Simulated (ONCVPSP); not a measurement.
Before and after: ONCV potential for Ir

ONCVPSP 4.0.1 input, shortened (lines: element, Z, core and valence counts, functional; n l f; lmax; l rc ep ncon nbas qcut; lloc lpopt rc5 dvloc0; l nproj debl; icmod fcfact rcfact), BLYP, fully relativistic:

```
  Ir 77.00   10    5  -106131      upf
    1    0    2.00
    2    0    2.00
    2    1    6.00
    3    0    2.00
    3    1    6.00
    3    2   10.00
    4    0    2.00
    4    1    6.00
    4    2   10.00
    4    3   14.00
    5    0    2.00
    5    1    6.00
    5    2    7.00
    6    0    1.00
    6    1    1.00
    2
    0    1.50    0.00    4    8    7.30
    1    1.75    0.00    4    8    6.30
    2    1.95    0.00    3    8    7.90
    4    1    1.10    2.00
    0    2    0.50
    1    2    1.10
    2    1    2.30
    3    5.50    1.20
```

Open shells are filled in proportion to 2j + 1.

All-electron outer shells of the reference configuration (BLYP, scalar-relativistic, ld1.x):

| shell | level (eV) | outermost node (bohr) | outermost maximum (bohr) |
| --- | --- | --- | --- |
| 4d | -292.62 | 0.21 | 0.42 |
| 5s | -99.78 | 0.50 | 0.89 |
| 4f | -63.89 | – | 0.39 |
| 5p | -56.45 | 0.54 | 1.01 |
| 5d | -8.77 | 0.59 | 1.29 |
| 6s | -7.57 | 1.17 | 2.35 |
| 6p | -2.07 | 1.39 | 3.34 |

Change: d: rc 2.6.

Cutoffs: the cutoffs (Ha) at which the residual kinetic energy of the hardest occupied pseudo-wave falls to 1 and 0.1 mHa per electron; they do not see the model core or the augmentation charge, which bear on the density cutoff. Errors are all-electron minus pseudo energies relative to the spin-unpolarised reference configuration.

Question: How do hardness, ghosts and transferability respond?

Answer: The potential gets neither clearly harder nor softer (22 Ha and 27 Ha → 22 Ha and 27 Ha); the s channel sets the loose cutoff, while the largest relative change is in d, which becomes softer; of the 3 tests that both files solve, the error grows in 1 and shrinks in 0 by more than 15 % and 0.3 meV (median size 0.2 → 0.5 meV); neither file shows a bound ghost.

| quantity | base | changed |
| --- | --- | --- |
| cutoff, loose | 22 Ha | 22 Ha |
| cutoff, tight | 27 Ha | 27 Ha |
| loose cutoff by channel | s 22 Ha, p 16 Ha, d 19 Ha | s 22 Ha, p 16 Ha, d 16 Ha |
| bound ghosts | none | none |
| GHOST(+) flags under 300 eV | none | none |
| tests with a reliable result | 3 of 4 | 3 of 4 |
| error for 5s2 5p6 5d7 6s2 6p0, meV [ΔE -5.22 eV] | -0.4 | -0.5 |
| error for 5s2 5p6 5d7 6s1 6p0, meV [ΔE 4.63 eV] | +0.2 | +0.2 |
| error for 5s2 5p6 5d7 6s0 6p0, meV [ΔE 22.18 eV] | -0.2 | -1.2 |
| s: phases at 1.52 bohr within 0.05 rad from the reference energy up to (Ha; the scan ends near 5) | to the end of the scan | to the end of the scan |
| p3/2: phases at 1.78 bohr within 0.05 rad from the reference energy up to (Ha; the scan ends near 5) | to the end of the scan | to the end of the scan |
| p1/2: phases at 1.78 bohr within 0.05 rad from the reference energy up to (Ha; the scan ends near 5) | to the end of the scan | to the end of the scan |
| rms error of d²Exc/dni dnj with the model core, mHa | 3.80 | 3.80 |
